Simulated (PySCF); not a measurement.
C3H7BFN, SMILES C(=C\C)/B(F)N.

Coordinates come from a ωB97X-D3(BJ)/def2-SVP optimisation. The geometry has at least one imaginary mode, so it is a saddle point at that level. The structure was generated by enumeration; whether it is a known compound was not checked. Other conformers were not sampled.

The numbers are results of TDA-PBE0/def2-SVPD (PySCF), not measurements.

Vertical excitations. The molecule is in vacuum. State labels are in the subgroup Cs.

Task: Estimate the UV-visible absorptions. (An estimate is asked for; the answer gives what the named calculation found.)

Result: 
| state | symmetry | energy (eV) | λ (nm) | f | main pairs |
|---|---|---|---|---|---|
| S1 | A' | 6.36 | 195 | 0.331 | HOMO→LUMO 80 %, HOMO−1→LUMO 16 % |
| S2 | A" | 6.60 | 188 | 0.001 | HOMO→LUMO+1 96 % |
| S3 | A" | 6.80 | 182 | 0.000 | HOMO−2→LUMO 98 % |
| S4 | A' | 7.35 | 169 | 0.310 | HOMO−1→LUMO 78 %, HOMO→LUMO 12 % |
| S5 | A" | 7.40 | 168 | 0.011 | HOMO→LUMO+2 89 % |
| S6 | A" | 7.63 | 163 | 0.004 | HOMO→LUMO+3 78 %, HOMO−1→LUMO+1 17 % |
| S7 | A" | 7.81 | 159 | 0.044 | HOMO−1→LUMO+1 68 %, HOMO→LUMO+3 16 % |
| S8 | A" | 7.90 | 157 | 0.000 | HOMO−3→LUMO 94 % |
| S9 | A" | 8.41 | 147 | 0.016 | HOMO→LUMO+4 87 % |
| S10 | A' | 8.46 | 147 | 0.010 | HOMO−2→LUMO+1 98 % |
| T1 | A' | 3.85 | 322 | 0 | HOMO→LUMO 90 % |
| T2 | A' | 5.95 | 208 | 0 | HOMO−1→LUMO 86 % |
| T3 | A" | 6.16 | 201 | 0 | HOMO−2→LUMO 98 % |
| T4 | A" | 6.44 | 193 | 0 | HOMO→LUMO+1 92 % |
Triplets are in the Tamm–Dancoff approximation.
